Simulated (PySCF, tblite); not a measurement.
Species: C6H8NOP.
Z-matrix (Å and degrees, GFN2-xTB geometry), rows numbered from 1:
```
C 
O   1  1.4142
C   2  1.3441  1  116.71
N   3  1.3066  2  118.71  1    -0.06
C   4  1.3299  3  122.75  2   179.95
C   5  1.4974  4  115.48  3   179.96
C   5  1.3884  4  123.57  3    -0.05
C   7  1.3822  5  122.74  4     0.05
P   8  1.7321  7  125.50  5     0.01
H   1  1.0877  2  106.09  3  -179.88
H   1  1.0923  2  110.49  3   -60.02
H   1  1.0923  2  110.50  3    60.25
H   6  1.0889  5  110.34  4  -120.45
H   6  1.0888  5  110.33  4   120.26
H   6  1.0861  5  109.56  4    -0.08
H   7  1.0814  5  118.21  4  -179.96
H   8  1.0830  7  118.18  5  -180.00
```

Method: PBE0/pcSseg-1 in PySCF (dipole) on a GFN2-xTB geometry, gas phase.

Take the most abundant isotopes and a rigid rotor. The values belong to one conformer with, in the numbering `[CH3:1][O:2][c:3]1[n:4][c:5]([CH3:6])[cH:7][cH:8][p:9]1`, C1–O2–C3–N4 0°.

(1) What are A, B and C (GHz)?

(2) Classify the top.

(3) What does the inertial defect say?

(4) Give the other two planar moments, Paa and Pbb, and the rms extents of the mass along the axes.

(5) Give the coordinates in the principal-axis frame, origin at the centre of mass.

(6) Which types of transition are allowed, and where do some lines up to J = 5 fall?

(7) Estimate the classical rotational partition function at 25 K, 100 K and 298.15 K.

## Answers

(1) Ia = 272.90, Ib = 361.28, Ic = 627.88 u·Å²; 505379 MHz·u·Å²/I gives 1852, 1399 and 804.9 MHz, that is A = 1.8519, B = 1.3989, C = 0.8049 GHz.

(2) An asymmetric top. Ray's parameter κ = (2B − A − C)/(A − C) = 0.135; −1 is the prolate and +1 the oblate limit.

(3) Not planar: Δ = Ic − Ia − Ib = -6.30 u·Å². For a rigid frame Δ = −2 Σ m c², so Σ m c² = 3.15 u·Å² lies off the ab plane, practically all of it from hydrogen. The atom farthest from that plane is 0.89 Å away.

(4) Paa = Σ m a² = (Ib + Ic − Ia)/2 = 358.13 and Pbb = Σ m b² = (Ia + Ic − Ib)/2 = 269.75 u·Å². With the mass M = 141.03 u, the rms extents √(P/M) along a, b and c are 1.59, 1.38, 0.15 Å.

(5) The sense of each axis is arbitrary; atoms in the order of the calculation.
```csv
atom,mass (u),a (Å),b (Å),c (Å)
C1,12.000,2.525,-1.519,0.002
O2,15.995,2.111,-0.167,0.000
C3,12.000,0.786,0.059,-0.001
N4,14.003,-0.025,-0.965,-0.001
C5,12.000,-1.349,-0.834,0.000
C6,12.000,-2.123,-2.115,-0.001
C7,12.000,-1.999,0.393,0.001
C8,12.000,-1.321,1.598,0.001
P9,30.974,0.401,1.784,-0.001
H10,1.008,3.613,-1.502,0.004
H11,1.008,2.148,-2.033,0.889
H12,1.008,2.152,-2.035,-0.886
H13,1.008,-2.762,-2.171,-0.881
H14,1.008,-2.759,-2.174,0.881
H15,1.008,-1.435,-2.956,-0.003
H16,1.008,-3.080,0.399,0.002
H17,1.008,-1.903,2.512,0.003
```

(6) The dipole components are |μa| = 1.62 D, |μb| = 1.70 D, |μc| = 0.00 D; the mirror of this Cs structure is the ab plane, so μc vanishes by symmetry and there are no c-type lines. Intensities carry the squares of the components, which stand as 0.92 : 1.00 (a : b). Some lines, for components of 0.1 D or more:

```csv
type,branch,"J(Ka,Kc)",MHz,lower level (cm⁻¹)
a,Q,"5(4,1) ← 5(4,2)",316,1.535
a,Q,"4(3,1) ← 4(3,2)",705,0.980
b,Q,"1(1,0) ← 1(0,1)",1047,0.074
b,Q,"2(2,0) ← 2(1,1)",1678,0.275
b,Q,"4(2,2) ← 4(1,3)",3071,0.816
b,Q,"2(2,1) ← 2(1,2)",3141,0.216
b,R,"2(0,2) ← 1(1,1)",3636,0.089
b,Q,"3(3,1) ← 3(2,2)",3916,0.541
a,Q,"5(2,3) ← 5(2,4)",4671,1.171
b,Q,"4(2,3) ← 4(1,4)",5535,0.642
b,Q,"5(5,0) ← 5(4,1)",5828,1.545
b,Q,"5(5,1) ← 5(4,2)",6133,1.535
b,R,"2(2,1) ← 1(1,0)",6360,0.108
a,Q,"5(1,4) ← 5(1,5)",6940,0.936
b,Q,"5(2,4) ← 5(1,5)",7029,0.936
b,R,"4(0,4) ← 3(1,3)",7201,0.401
a,R,"4(0,4) ← 3(0,3)",7249,0.399
a,R,"3(2,1) ← 2(2,0)",7539,0.331
b,R,"3(2,2) ← 2(1,1)",7970,0.275
b,R,"4(2,3) ← 3(1,2)",9310,0.516
b,R,"5(1,4) ← 4(2,3)",10240,0.826
b,R,"5(2,3) ← 4(3,2)",10402,0.980
a,R,"5(1,4) ← 4(1,3)",10541,0.816
b,R,"3(3,0) ← 2(2,1)",10654,0.321
b,R,"4(3,2) ← 3(2,1)",11900,0.583
b,R,"5(3,3) ← 4(2,2)",13206,0.919
b,R,"4(4,0) ← 3(3,1)",14206,0.672
b,R,"5(4,1) ← 4(3,2)",16960,0.980
```

(7) Point group Cs, symmetry number σ = 1; q = (√π/σ)·√((kT/h)³/(ABC)), k/h = 20836.6 MHz/K: 14600 at 25 K, 117000 at 100 K, 601000 at 298.15 K.

Its GFN2-xTB frequencies are all real (lowest 50 cm⁻¹). Constants of a rigid frame at the computed geometry: no zero-point averaging, no centrifugal distortion. A rigid rotor knows nothing of internal rotation, which can split or shift real lines. Quadrupole hyperfine structure (14N) is left out.
